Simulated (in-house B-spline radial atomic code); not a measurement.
**The tellurium ion Te⁵⁺: [Kr] 4d10 5s1**

Method: non-relativistic revTPSS, spin-polarised, spherical fractional occupations, point nucleus. Calculated with a B-spline radial code for spherical atoms.

Effective charges: Z_r = [3n² - l(l+1)]/(2<r>) from the radius, Z_e = n√(-2ε) from the energy, and Slater's rules. Values are occupation-weighted means over spin.

| shell | electrons | ε (eV) | <r> (bohr) | Z_r | Z_e | Slater |
| --- | --- | --- | --- | --- | --- | --- |
| 1s | 2 | -30485 | 0.02923 | 51.32 | 47.34 | 51.70 |
| 2s | 2 | -4611 | 0.126 | 47.63 | 36.82 | 47.85 |
| 2p | 6 | -4326.6 | 0.1074 | 46.56 | 35.66 | 47.85 |
| 3s | 2 | -963.16 | 0.3354 | 40.25 | 25.24 | 40.75 |
| 3p | 6 | -844.58 | 0.3262 | 38.32 | 23.64 | 40.75 |
| 3d | 10 | -626.17 | 0.297 | 35.35 | 20.35 | 30.85 |
| 4s | 2 | -210.17 | 0.7938 | 30.23 | 15.72 | 24.25 |
| 4p | 6 | -169.31 | 0.8316 | 27.66 | 14.11 | 24.25 |
| 4d | 10 | -100.25 | 0.9462 | 22.19 | 10.86 | 12.85 |
| 5s | 1 | -62.978 | 1.873 | 20.02 | 10.76 | 8.70 |

The least bound orbital is 5s up at -62.98 eV, and it is also the most diffuse (<r> = 1.873 bohr).
